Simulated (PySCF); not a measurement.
Computed shifts of a molecule C2H7FSi3, PBE/pcSseg-1 in PySCF, GIAO, gas phase, equivalent atoms averaged, in ppm (number of nuclei): ¹⁹F: -284.9 (1). ²⁹Si: 14.4 (1), -54.4 (1), -60.3 (1). ¹³C: 170.7 (1), 167.5 (1). ¹H: 7.59 (1), 7.42 (1), 6.42 (1), 6.12 (1), 5.28 (2), 5.27 (1). References: ¹⁹F against CFCl3 (σ = 133.6 ppm); ²⁹Si against TMS (σ = 335.4 ppm); ¹³C against TMS (σ = 182.0 ppm); ¹H against TMS (σ = 31.49 ppm), references at their B3LYP-D3(BJ)/def2-TZVP geometries, non-relativistic. Geometry: PBE0-D3(BJ)/def2-SVP. The values are those of a single conformer.

Pick the molecule that these values belong to.
A. F[SiH2][Si@H]1C=C[SiH2]1
B. C#C[Si](F)([SiH3])[SiH3]
C. F[Si@H]1[SiH2]C=C1[SiH3]
D. FC=C1[SiH2][SiH2][SiH2]1

A, F[SiH2][Si@H]1C=C[SiH2]1
